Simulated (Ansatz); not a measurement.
Ansatz (an electronic-structure program) job for AgI, SMILES [Ag][I] (connectivity only; charge and spin as stated), charge +1, multiplicity 2, PBE-D3(BJ)/def2-TZVP. 

Ansatz 0.2 input:
```yaml
crystal:
  periodic: [false, false, false]
  atoms:
    - {symbol: Ag, position_ang: [0.00000000, 0.00000000, -1.41075481]}
    - {symbol: I, position_ang: [0.00000000, 0.00000000, 1.25104672]}
basis:
  gaussian:
    orbitals: def2-TZVP
hamiltonian:
  xc: pbe
  dispersion: d3bj
total_charge: 1
magnetization: {spin_polarized: true, initial_magnetization: 1}
relax: {f_tol: 0.002, max_steps: 200}
```

Log of the run:

```
WARN ansatz: RAYON_NUM_THREADS=1 ignored (pool sized by the plan → 1); use --threads N
Functional definition: PBE
integrals: 0.03 GiB planned
720 factors; their error is unknown
mean field: 0.25 GiB planned
mean field evaluation 1: about -12083.6329 eV, gradient 5.6e1 eV
mean field evaluation 2: about -11906.3564 eV, gradient 2.2e2 eV
mean field evaluation 4: about -12085.0850 eV, gradient 3.4e1 eV
mean field evaluation 8: about -12093.1405 eV, gradient 1.1e-1 eV
mean field evaluation 16: about -12093.1336 eV, gradient 1.6e-3 eV
mean field evaluation 32: about -12093.1401 eV, gradient 4.7e-4 eV
mean field evaluation 64: about -12091.1790 eV, gradient 1.3e1 eV
mean field -12093.13356157 eV, -444.4144613675 hartree, gradient 3.1e-5 eV, S^2 0.753121; 7 other end points of the search recorded, 0 dependent functions left out
the calculation of the forces begins
reference -12093.13359240 eV, -444.4144625005 hartree; 22, 21 occupied and 68, 69 virtual orbitals, 720 factors
relax step   1: F+E_penalty+E_count = -12093.17602576 eV  Δ(F+E_penalty+E_count) = +0.000e0 eV  max|allowed force component| = 1.314e-1 eV/Å  Δτ_max = 0.0000 Å  (183 SCF iters, accepted)
these checks for a lower state are left out or cut short: starts, cluster_reference, orbital_swaps, neighbouring_geometries, increment
integrals: 0.03 GiB planned
720 factors; their error is unknown
mean field: 0.25 GiB planned
mean field -12093.13513288 eV, -444.4145191120 hartree, gradient 2.2e-5 eV, S^2 0.753080; 0 other end points of the search recorded, 0 dependent functions left out
the calculation of the forces begins
reference -12093.13516367 eV, -444.4145202436 hartree; 22, 21 occupied and 68, 69 virtual orbitals, 720 factors
relax step   2: F+E_penalty+E_count = -12093.17764727 eV  Δ(F+E_penalty+E_count) = -1.622e-3 eV  max|allowed force component| = 3.580e-2 eV/Å  Δτ_max = 0.0096 Å  (33 SCF iters, accepted)
these checks for a lower state are left out or cut short: starts, cluster_reference, orbital_swaps, neighbouring_geometries, increment
integrals: 0.03 GiB planned
720 factors; their error is unknown
mean field: 0.25 GiB planned
mean field -12093.13523573 eV, -444.4145228918 hartree, gradient 2.3e-5 eV, S^2 0.753065; 0 other end points of the search recorded, 0 dependent functions left out
the calculation of the forces begins
reference -12093.13526651 eV, -444.4145240229 hartree; 22, 21 occupied and 68, 69 virtual orbitals, 720 factors
relax step   3: F+E_penalty+E_count = -12093.17776853 eV  Δ(F+E_penalty+E_count) = -1.213e-4 eV  max|allowed force component| = 2.313e-3 eV/Å  Δτ_max = 0.0036 Å  (35 SCF iters, accepted)
these checks for a lower state are left out or cut short: starts, cluster_reference, orbital_swaps, neighbouring_geometries, increment
integrals: 0.03 GiB planned
720 factors; their error is unknown
mean field: 0.25 GiB planned
mean field -12093.13523734 eV, -444.4145229509 hartree, gradient 2.7e-5 eV, S^2 0.753066; 0 other end points of the search recorded, 0 dependent functions left out
the calculation of the forces begins
reference -12093.13526812 eV, -444.4145240820 hartree; 22, 21 occupied and 68, 69 virtual orbitals, 720 factors
relax step   4: F+E_penalty+E_count = -12093.17776903 eV  Δ(F+E_penalty+E_count) = -4.970e-7 eV  max|allowed force component| = 3.711e-5 eV/Å  Δτ_max = 0.0002 Å  (23 SCF iters, accepted)
integrals: 0.03 GiB planned
720 factors; their error is unknown
mean field: 0.25 GiB planned
mean field evaluation 96: about -12092.3440 eV, gradient 1.2e1 eV
mean field evaluation 128: about -12093.1352 eV, gradient 2.8e-3 eV
mean field -12093.13523734 eV, -444.4145229509 hartree, gradient 2.7e-5 eV, S^2 0.753066; 7 other end points of the search recorded, 0 dependent functions left out
the calculation of the forces begins
reference -12093.13526812 eV, -444.4145240820 hartree; 22, 21 occupied and 68, 69 virtual orbitals, 720 factors
Total energy: -12093.17779981 eV, -444.4160870926 hartree
Atom 0 at     0.000000    -0.000000    -1.397760 Å, force     0.000000     0.000000     0.000037 eV/Å
Atom 1 at    -0.000000     0.000000     1.238052 Å, force    -0.000000    -0.000000    -0.000037 eV/Å
Dipole moment:     0.000000    -0.000000    -0.468081 e Å
```

The calculation finished and met its thresholds.

Cost: very roughly 26 core-seconds.
